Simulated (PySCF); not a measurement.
C₅H₈N₂Si (charge +1 and doublet state).
SMILES with atom numbers: `[SiH3:1][CH2:2][C+:3]1[CH:4][N:5]=[CH:6][N:7]=[CH:8]1` (hydrogens: H9, H10, H11 on Si1; H12, H13 on C2; H14 on C4; H15 on C6; H16 on C8)

Structure used (GFN2-xTB), in Å, numbered top down from 1:
```xyz
16
C5H8N2Si angstrom
Si     2.254    0.486   -1.040
C      1.213   -0.787    0.090
C     -0.157   -0.357    0.271
C     -1.282   -1.043   -0.238
N     -2.493   -0.596   -0.087
C     -2.768    0.484    0.607
N     -1.774    1.162    1.139
C     -0.535    0.812    0.966
H      1.475    0.605   -2.269
H      2.248    1.715   -0.245
H      3.545   -0.172   -1.175
H      1.277   -1.736   -0.434
H      1.736   -0.862    1.041
H     -1.176   -1.999   -0.735
H     -3.788    0.809    0.739
H      0.217    1.487    1.359
```

The hyperfine couplings belong to this conformer and change with its torsions.

Computed, not measured: UKS B3LYP, pcH-1 on C H N Si, non-relativistic, mean-field spin-orbit, GIAO (PySCF 2.14.0). Isolated species at its GFN2-xTB geometry (one conformer only). A GFN2-xTB geometry isn't a minimum of the functional, and hyperfine couplings can be far from their values at a DFT geometry, by a factor of two or more for some ions and for spin on atoms past the first row. Stability of the SCF solution: not tested.

**Question.** The isotropic 13C couplings, averaged over equivalent nuclei, are -38.4, -18.8, -2.9, -0.6 MHz. Assign them to C2; C3; C4/C8; C6.

**Answer.** 
| site | a_iso (MHz) | ρ(0) (bohr⁻³) | position | distance from N5 (Å) | spin population | largest \|T\| (MHz) |
| --- | --- | --- | --- | --- | --- | --- |
| C2 | -0.6 | -0.0005 | 3 bonds from N5 | 3.71 | +0.05 | 9.0 |
| C3 | -2.9 | -0.0026 | 2 bonds from N5 | 2.38 | +0.09 | 22.9 |
| C4/C8 | -18.8 | -0.0167 | 1 bond from N5 | 1.97 | -0.02 | 12.8 |
| C6 | -38.4 | -0.0341 | 1 bond from N5 | 1.31 | 0.00 | 22.4 |

**Question.** Match the computed a_iso(1H) values +87.5, +15.7, -8.1, +5.0 MHz (means over equivalent nuclei) with the sites H9/H10/H11; H12/H13; H14/H16; H15.

**Answer.** 
```csv
site,a_iso (MHz),ρ(0) (bohr⁻³),position,distance from N5 (Å),bound to,spin population there,largest |T| (MHz)
H9/H10/H11,+5.0,+0.0011,5 bonds from N5,5.37,Si1,+0.03,1.4
H12/H13,+15.7,+0.0035,4 bonds from N5,4.17,C2,+0.05,3.4
H14/H16,+87.5,+0.0196,2 bonds from N5,2.87,C4/C8,-0.02,8.9
H15,-8.1,-0.0018,2 bonds from N5,2.08,C6,0.00,6.8
```

ρ(0) is the spin density at the nucleus and T the dipolar tensor; a_iso includes a spin–orbit part; entries for several nuclei are means. Largest spin populations (Mulliken): N5 (+0.41), N7 (+0.38) and C3 (+0.09). Main spin sites, with 60 % or more of the largest population: N5, N7; positions count bonds from the nearest.

Examples of negative spin density at the nucleus (bohr⁻³): C6 (-0.0341), C4/C8 (-0.0167) and C3 (-0.0026).

Means are taken over nuclei equivalent by connectivity, which assumes that they swap fast. The three 1H nuclei of mean +5.0 MHz run from -0.5 to 9.2 MHz in the frozen geometry. The 1H value of +15.7 MHz is a mean of couplings from 0.7 to 30.7 MHz in this one geometry, not an average over conformers.

The SMILES `[SiH3]C[C+]1[CH]N=CN=C1` draws the unpaired electron on C4, whose computed spin population is only -0.01.
